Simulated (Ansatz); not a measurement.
Gas-phase electronic energies from Ansatz, PBE0-D4/def2-TZVP geometries. CCSD(T)/CBS adds triple-zeta CCSD(T) − MP2 to the extrapolated MP2 energy (def2 sets, frozen cores). This one scheme is used for every species. Functionals use def2-TZVPP. B3LYP here is the variant with VWN-RPA as its local correlation; programs differ in this. def2 core potentials past Kr. For Sn outer-core shells are correlated without core-valence functions, which leaves a few kJ/mol of doubt a bond. One conformer a species, not always the lowest.

Consider the formal exchange of groups at the Si–Sn bond: `C[Si](C)(C)[Sn]([Cl])([Cl])[Cl]` + `CCl` → `C[Si](C)(C)Cl` + `[CH3][Sn]([Cl])([Cl])[Cl]`.

| level | ΔE (kJ/mol) |
| --- | --- |
| B3LYP-D4 | -111.1 |
| B2PLYP | -124.2 |

(1) What does CCSD(T)/CBS give? (An estimate is asked.)

Largest T1 diagnostic among the species: 0.011.

## Answers

(1) Computed: -125.1 kJ/mol. The listed levels differ from it by 14.0, 0.9 kJ/mol.

From r2SCAN to r2SCAN0 (25 % exact exchange), in def2-TZVPP and without D4, ΔE moves by −3.4 kJ/mol. At CCSD(T), def2-SVP lies +4.4 kJ/mol from the extrapolated value and def2-TZVPP −2.3 kJ/mol. The D4 term adds +6.7 kJ/mol with B3LYP and +4.8 kJ/mol with PBE0; it sums over pairs of atoms, weighted by their polarisabilities, and B3LYP, whose exchange is more repulsive, gets the larger term.

CCSD(T)/CBS has its own doubt, a few kJ/mol and more with outer-core shells, so smaller differences from it don't rank the levels.
